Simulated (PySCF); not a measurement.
**Bonding in `CC(=S)C1=C[SiH2]SC=CC1`**

Compound: C7H10S2Si.
Atom-mapped SMILES: `[CH3:1][C:2](=[S:3])[C:4]1=[CH:5][SiH2:6][S:7][CH:8]=[CH:9][CH2:10]1` (hydrogens: H11, H12, H13 on C1; H14 on C5; H15, H16 on Si6; H17 on C8; H18 on C9; H19, H20 on C10)

Structure used (GFN2-xTB), in Å, numbered top down from 1:
```
atom  x, y, z in Å
C1    -2.7837   -0.2117   -0.9922
C2    -1.7523    0.6494   -0.3397
S3    -2.0309    2.2592   -0.1979
C4    -0.5202    0.0553    0.1419
C5    -0.1507   -1.2040   -0.1664
Si6    1.4900   -1.9459    0.3475
S7     3.1026   -0.6369   -0.2639
C8     2.4271    0.9518   -0.6132
C9     1.3636    1.5406   -0.0835
C10    0.4300    0.9301    0.9172
H11   -3.6754    0.3744   -1.1991
H12   -2.4038   -0.6078   -1.9347
H13   -3.0476   -1.0533   -0.3525
H14   -0.7937   -1.8053   -0.7926
H15    1.5889   -2.1429    1.7937
H16    1.7347   -3.1743   -0.3969
H17    3.0457    1.4645   -1.3334
H18    1.0966    2.5251   -0.4419
H19   -0.1115    1.7141    1.4451
H20    0.9854    0.3283    1.6399
```

Bond orders from the PBE0/pcSseg-1 density (PySCF). One conformer (not necessarily the lowest) at the GFN2-xTB geometry, without solvent, vibrations or thermal averaging.

**Question.** Where do the orders between heavy atoms depart from those drawn in the SMILES?

**Answer.** The largest departure is 0.182, at C4–C5 (drawn double, 1.818).

**Question.** Set the Mayer orders of the bonds beside their lengths.

**Answer.** 
| bond | drawn as | length (Å) | Mayer order |
| --- | --- | --- | --- |
| C1–C2 | single | 1.494 | 1.065 |
| C2–S3 | double | 1.640 | 1.842 |
| C2–C4 | single | 1.450 | 0.992 |
| C4–C5 | double | 1.348 | 1.818 |
| C5–Si6 | single | 1.873 | 0.902 |
| Si6–S7 | single | 2.165 | 0.934 |
| S7–C8 | single | 1.761 | 1.077 |
| C8–C9 | double | 1.326 | 1.860 |
| C9–C10 | single | 1.499 | 1.026 |
| C10–C4 | single | 1.506 | 1.054 |
| C1–H11 | single | 1.087 | 0.947 |
| C1–H12 | single | 1.091 | 0.929 |
| C1–H13 | single | 1.090 | 0.938 |
| C5–H14 | single | 1.080 | 0.914 |
| Si6–H15 | single | 1.463 | 0.921 |
| Si6–H16 | single | 1.457 | 0.936 |
| C8–H17 | single | 1.079 | 0.934 |
| C9–H18 | single | 1.081 | 0.945 |
| C10–H19 | single | 1.089 | 0.917 |
| C10–H20 | single | 1.092 | 0.917 |

By pair of heavy elements: C–C: lowest C2–C4 (0.992, 1.450 Å), highest C8–C9 (1.860, 1.326 Å); in 4 of the 15 pairs the longer bond (by over 0.003 Å) has the higher order (by 0.02 or more). C–S: lowest S7–C8 (1.077, 1.761 Å), highest C2–S3 (1.842, 1.640 Å).

**Question.** Sum the orders of all bonds at each heavy atom with more than one neighbour and set the sums beside the valence in the SMILES.

**Answer.** C1 3.879 (drawn 4), C2 3.899 (drawn 4), C4 3.864 (drawn 4), C5 3.634 (drawn 4), Si6 3.693 (drawn 4), S7 2.011 (drawn 2), C8 3.871 (drawn 4), C9 3.831 (drawn 4), C10 3.914 (drawn 4). Orders between atoms that aren't bonded are not in these sums.

Mayer orders depend on the basis set.

The run behind these numbers computed NMR shieldings as well. On one thread of an Arm Neoverse V1, no GPU, shared host, this took 85 s and 1.1 GiB of memory at its peak.
